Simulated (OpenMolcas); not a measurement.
Ir5+ among 6 point charges of -1.5 e arranged as an octahedron (Oh).

```yaml
Program: OpenMolcas 26.06
Method: "SS-CASPT2, IPEA 0.25 Eh, imaginary shift 0.1 Eh (closed shells correlated: 5s 5p)"
Basis: ANO-RCC-VTZP [8s7p5d3f1g]
Scalar_Hamiltonian: DKH2, point nucleus
Active_space: 4 electrons in 5 orbitals (5d)
State_averaging: 2S+1 = 5 even, 5 roots; 2S+1 = 3 even, 45 roots; 2S+1 = 1 even, 50 roots
Spin-orbit_coupling: state interaction with AMFI integrals over the reference wave functions
```

All point charges move together. At R = 1.87 Å the first state of the same spin is 8430 cm-1, and at R = 2.04 Å it is 5490 cm-1.

Q: A third run gives 3670 cm-1. What distance was it run at?

A: With a power law R^-n the two known points give n = -ln(5490 / 8430) / ln(2.04 / 1.87) = 4.93. Then R = 1.87 × (8430 / 3670)^(1/4.93) = 2.214 Å. The run was at 2.21 Å, so the estimate is off by +0.004 Å.

Roots that are degenerate in the reference are averaged as groups; the widest CASPT2 spread within a group is 240 cm-1 (the 2-fold group of multiplicity 1 near 74000 cm-1 above the lowest state of its run, R = 1.87). Shifts and gaps below about the spread of the groups concerned are not significant. Point charges give a weaker field than real ligands, and real ions of this kind are as a rule low spin; the high spin found here belongs to the model. Free-ion shares, where given, are those of the reference states; single-state CASPT2 does not remix them. Spin-orbit coupling mixes the spin-free states strongly: the lowest level takes only 37 % from its leading state, 5E (figures for R = 1.87; the like holds for R = 2.04, R = 2.21). This field is weak: 10Dq is about 8407 cm-1, while octahedral complexes of 5d ions of charge 3 and more, computed by the same method with explicit ligands, had a median near 35000 cm-1. Ground spin and moment need not be those of a real site (figures for R = 1.87; the like holds for R = 2.04, R = 2.21). This shell can be high or low spin here, a state of another spin lies low, and with metal d orbitals alone active their balance is uncertain, so the ground spin may be wrong (holds for R = 1.87; R = 2.04). The ground term spreads over less than 5000 cm-1, several times less than with real ligands, so orbital moments are less quenched and χT lies further from the spin-only value than at real sites (holds for R = 2.21). This is an electrostatic model: the charges have no orbitals. No measured value stands beside these numbers.
